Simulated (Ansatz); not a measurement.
Geometry optimisation, Ansatz 0.2.0, RKS PBE/def2-SVP.

Input file:

```yaml
crystal:
  periodic: [false, false, false]
  atoms:
    - { symbol: Mo, position_ang: [0.367095, 0.368316, -0.309468] }
    - { symbol: F, position_ang: [-0.023113, -0.455419, 2.547002] }
    - { symbol: Cl, position_ang: [2.494337, 0.120782, -1.246101] }
    - { symbol: Cl, position_ang: [0.159542, 2.398369, -1.483014] }
    - { symbol: Cl, position_ang: [-1.717998, 0.669909, 0.596828] }
    - { symbol: Cl, position_ang: [0.544794, -1.833952, 0.315796] }
    - { symbol: Cl, position_ang: [-0.604974, -0.481944, -2.276708] }
    - { symbol: Br, position_ang: [1.487648, 1.752232, 1.432649] }
    - { symbol: H, position_ang: [-0.031631, 0.249207, 3.157516] }
basis:
  gaussian: { orbitals: def2-SVP }
hamiltonian:
  xc: pbe
relax:
  f_tol: 0.03
  max_steps: 50
output:
  orbitals: {}
```

Command:

```bash
$ ansatz run input.yaml --threads 4 --pin off --max-ram 5120MiB --backend cpu --events-out ev --progress --plain --runs-dir out
```

Task: Where does it end, and by what steps?

Result: It converged. The force dipped under the threshold on the way, but the program's further checks kept it going. After 14 steps the energy has fallen by 0.524 eV; F2 moved furthest, 0.79 Å.

```tsv
step	energy less start (eV)	largest force component (eV/Å)	accepted
0	0.0000	0.969	yes
1	-0.2021	0.947	yes
2	-0.3594	1.601	yes
3	-0.4337	1.727	yes
4	-0.5031	0.690	yes
5	-0.4605	1.783	no
6	-0.5156	0.093	yes
7	-0.5194	0.206	yes
8	-0.5196	0.211	yes
9	-0.4541	1.665	no
10	-0.5235	0.031	yes
11	-0.5123	0.744	no
12	-0.5244	0.013	yes
13	-0.5243	0.064	no
14	-0.5244	0.019	yes
```

```xyz
9
Properties=species:S:1:pos:R:3
Mo 0.381 0.427 -0.533
F -0.397 -0.526 3.242
Cl 2.475 0.226 -1.508
Cl 0.171 2.522 -1.504
Cl -1.680 0.679 0.471
Cl 0.646 -1.633 0.465
Cl -0.604 -0.563 -2.374
Br 1.461 1.515 1.473
H 0.223 0.141 3.004
```

Whether the end is a true minimum wasn't checked by a vibrational analysis.

The run took 57 s on 4 threads of Arm Neoverse V2 (shared host), peak memory 0.36 GiB.
